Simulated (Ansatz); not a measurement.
Gas-phase electronic energies from Ansatz, PBE0-D4/def2-TZVP geometries. CBS: MP2 limit from def2 TZ/QZ plus the TZ coupled-cluster correction, frozen cores. Functionals use def2-TZVPP. For Ge outer-core shells are correlated without core-valence functions, which leaves a few kJ/mol of doubt a bond. Scalar relativity is left out up to krypton. Each species was taken in one conformer, which may not be the lowest.

Consider the redistribution: `CCB(N)O` + `[CH3][GeH2][CH]=O` → `NB(O)C=O` + `C[CH2][GeH2][CH3]`.

`CCB(N)O`:

Z-matrix (Å, degrees):
```
C
C 1 1.527
H 1 1.094 2 111.3
H 1 1.093 2 111.8 3 120.2
H 1 1.092 2 110.9 3 -119.2
B 2 1.578 1 114.1 3 63.5
H 2 1.096 1 110.1 3 -61.6
H 2 1.098 1 109.0 3 -176.8
O 6 1.377 2 117.2 1 43.2
N 6 1.410 2 121.2 1 -137.6
H 9 0.959 6 114.4 2 179.4
H 10 1.004 6 121.7 2 1.3
H 10 1.005 6 124.9 2 -177.5
```

`[CH3][GeH2][CH]=O`:

```xyz
10

C     0.650   -1.275    0.440
Ge   -0.612    0.204    0.433
C    -0.134    1.430   -1.082
O     0.792    1.203   -1.812
H     0.427   -1.968    1.252
H     0.597   -1.809   -0.509
H     1.663   -0.894    0.566
H    -2.066   -0.262    0.219
H    -0.564    1.027    1.736
H    -0.752    2.345   -1.243
```

`NB(O)C=O`:

Z-matrix (Å, degrees):
```
N
B 1 1.394
H 1 1.004 2 126.7
H 1 1.007 2 118.4 3 180.0
O 2 1.366 1 127.1 3 -0.0
C 2 1.605 1 116.4 3 180.0
H 5 0.959 2 115.3 1 -0.0
O 6 1.211 2 121.9 1 0.1
H 6 1.115 2 119.0 1 -179.9
```

`C[CH2][GeH2][CH3]`:

```xyz
14

C    -0.337   -1.792    0.293
C     0.346   -0.960   -0.784
Ge    0.868    0.828   -0.165
C    -0.698    1.846    0.417
H    -1.254   -1.317    0.649
H    -0.609   -2.784   -0.078
H     0.314   -1.935    1.160
H    -0.310   -0.834   -1.650
H     1.246   -1.463   -1.148
H     1.855    0.687    1.016
H     1.586    1.589   -1.301
H    -1.196    1.341    1.246
H    -1.408    1.951   -0.405
H    -0.404    2.843    0.750
```

```
        level  ΔE (kcal/mol)
       PBE-D4           -2.2
HF/def2-TZVPP           -3.0
```

**Question.** What does CCSD(T)/CBS give? (An estimate is asked.)

**Answer.** The calculation gave: -3.5 kcal/mol. The listed levels differ from it by 1.3, 0.5 kcal/mol.

Largest T1 diagnostic among the species: 0.014.
